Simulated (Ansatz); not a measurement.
Compare A (`F[CH2][AlH][SiH3]`) with its isomer B (`F[CH]([AlH2])[SiH3]`).

Program: Ansatz. Geometries: PBE0-D4/def2-TZVP. ΔE: electronic, gas phase. CCSD(T)/CBS adds triple-zeta CCSD(T) − MP2 to the extrapolated MP2 energy (def2 sets, frozen cores). Functionals use def2-TZVPP. B3LYP here is the variant with VWN-RPA as its local correlation; programs differ in this. Each species was taken in one conformer, which may not be the lowest.

Q: Which is lower in electronic energy at CCSD(T)/CBS, and by how much? (Estimate.)

A: Ansatz gave: A, by 16.0 kJ/mol.

Q: Give E(B) − E(A) in kJ/mol with CCSD(T)/def2-TZVPP, B3LYP, r2SCAN-D4, HF/def2-TZVPP, PBE-D4, CCSD(T)/def2-SVP, BLYP-D4. (An estimate is asked.)

A: Ansatz gave: CCSD(T)/def2-TZVPP 17.6, B3LYP 19.6, r2SCAN-D4 18.0, HF/def2-TZVPP 16.5, PBE-D4 24.8, CCSD(T)/def2-SVP 16.2, BLYP-D4 14.6. None reverses the order clearly.

Q: Does the order hold for the free energy at 298.15 K (harmonic terms from PBE0-D4)? (Estimate.)

A: Ansatz gave: Yes: G(B) − G(A) = +12.3 kJ/mol, for one conformer each. Modes under 60 cm⁻¹, often nearly free rotors, make the harmonic entropy too high.

Largest T1 diagnostic: 0.012.

The D4 term adds −4.0 kJ/mol with B3LYP and −1.9 kJ/mol with PBE0; it sums over pairs of atoms, weighted by their polarisabilities, and B3LYP, whose exchange is more repulsive, gets the larger term. From BLYP to BHLYP (50 % exact exchange), in def2-TZVPP and without D4, E(B) − E(A) moves by −3.1 kJ/mol.
